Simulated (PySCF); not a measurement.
# Spin states of BeHg⁺

Unrestricted PBE0; basis Be def2-SVPD, Hg def2-SVPD with ECP60; scalar-relativistic core potentials; PySCF 2.14. Outer shells of the fragments: Be+ 2s1; Hg 5d10 6s2.

Followed along the bond (rough minima from three points):

| 2Ms+1 | unpaired | ⟨S²⟩ at the start | R at minimum (Å) | Te (eV) |
| --- | --- | --- | --- | --- |
| 2 | σ ↑ | 0.76 | 2.43 | 0.00 |
| 4 | σ ↑↑, π ↑ | 3.75 | none in the scan | ≤ 4.90 |

Solutions found at the starting distance of 2.435 Å, counted from the lowest of them; the search is not exhaustive and high or unbound solutions are not listed, so other states can lie among these:

```json
{"2Ms+1": "2", "unpaired": "σ ↑", "term": "²Σ⁺", "E (eV)": "0.00", "⟨S²⟩": "0.76", "⟨Lz²⟩": "0.00", "μ (D)": "-4.83"}
{"2Ms+1": "2", "unpaired": "π ↑", "term": "²Π", "E (eV)": "2.33", "⟨S²⟩": "0.78", "⟨Lz²⟩": "1.00", "μ (D)": "-5.23"}
{"2Ms+1": "4", "unpaired": "σ ↑↑, π ↑", "term": "⁴Π", "E (eV)": "5.07", "⟨S²⟩": "3.75", "⟨Lz²⟩": "1.00", "μ (D)": "-3.46"}
{"2Ms+1": "4", "unpaired": "σ ↑↑↑", "term": "⁴Σ⁺", "E (eV)": "5.34", "⟨S²⟩": "3.75", "⟨Lz²⟩": "0.00", "μ (D)": "-3.19"}
{"2Ms+1": "2", "unpaired": "σ ↑↑, π ↓", "term": "mixed", "E (eV)": "6.18", "⟨S²⟩": "1.75", "⟨Lz²⟩": "1.00", "μ (D)": "-3.66"}
{"2Ms+1": "4", "unpaired": "σ ↑, π ↑↑", "term": "⁴Σ⁻", "E (eV)": "7.63", "⟨S²⟩": "3.75", "⟨Lz²⟩": "0.00", "μ (D)": "-2.87"}
{"2Ms+1": "4", "unpaired": "σ ↑, π ↑, δ ↑", "term": "mixed", "E (eV)": "9.57", "⟨S²⟩": "3.75", "⟨Lz²⟩": "4.67", "μ (D)": "-3.68"}
{"2Ms+1": "4", "unpaired": "σ ↑, π ↑, δ ↑", "term": "mixed", "E (eV)": "9.60", "⟨S²⟩": "3.75", "⟨Lz²⟩": "5.00", "μ (D)": "-3.59"}
{"2Ms+1": "4", "unpaired": "σ ↑↑, δ ↑", "term": "⁴Δ", "E (eV)": "9.85", "⟨S²⟩": "3.75", "⟨Lz²⟩": "4.00", "μ (D)": "-2.24"}
```

A term symbol is given only where ⟨S²⟩ and ⟨Lz²⟩ are close to those of a pure state; real π, δ and φ orbitals otherwise mix terms. A positive dipole points towards Hg; it is taken about the centre of mass and depends on that origin.

Spin–orbit coupling is left out. Counting both spins, an empty level lies below a filled one in some of these solutions, because spin and occupation are held.
